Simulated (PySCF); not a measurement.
## Electron correlation in Ar⁺ (argon, charge +1)

[Ne] 3s1 3p6, 2S determinant (an excited configuration). Computed with PySCF 2.14 in aug-cc-pCVQZ-DK, with scalar relativity by spin-free X2C-1e. Frozen: [Ne]; 7 electrons correlated.

MP2 pair energies summed by pair of shells (mhartree):

```json
{"pair": "3p-3p", "energy": "-264.23", "share (%)": "90.0"}
{"pair": "3s-3p", "energy": "-29.36", "share (%)": "10.0"}
```

Total MP2 correlation energy: -293.59 mhartree.

Same-spin part -52.49 and opposite-spin part -241.10 mhartree; SCS-MP2 scales them by 1/3 and 6/5 to -306.81 mhartree.
